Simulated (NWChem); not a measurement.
System: C3H5BFN; SMILES FB1C=CCN1

The following NWChem deck was run.

```
start job
memory heap 200 mb stack 900 mb global 1100 mb
geometry units angstroms
  F      1.977586     0.494233    -0.208256
  B      0.679184     0.220939    -0.071876
  C     -0.553409     1.164099     0.049806
  C     -1.623849     0.374981     0.165546
  C     -1.264122    -1.078640     0.138009
  N      0.172144    -1.076140    -0.010432
  H     -0.613016     2.238979     0.048928
  H     -2.653381     0.675722     0.270203
  H     -1.754043    -1.591847    -0.698435
  H     -1.571796    -1.579802     1.064020
  H      0.648047    -1.960670    -0.053989
end
basis spherical
  * library 6-31g*
end
dft
  xc b3lyp
  iterations 150
end
driver
  maxiter 120
end
task dft optimize
task dft freq
```

The level has its own optimisation; frequencies are unscaled. Brackets give each atom's bonded neighbours.

Question: What results follow from this input? (B3LYP/6-31G* (spherical d).) Quantities: r B–F (Å); r B–C (Å); r B–N (Å); r C–C [C(BCH)–C(CCH)] (Å); highest harmonic frequency (cm⁻¹); lowest (cm⁻¹); zero-point energy (kcal/mol); dipole (D).

Answer: The r B–F (Å) is 1.342. The r B–C (Å) is 1.560 and the r B–N (Å) comes out as 1.412. The r C–C [C(BCH)–C(CCH)] (Å) comes out as 1.346 and the highest harmonic frequency (cm⁻¹) comes out as 3653. The lowest (cm⁻¹) is 192 and the zero-point energy (kcal/mol) is 53.3. The dipole (D) is 2.44.
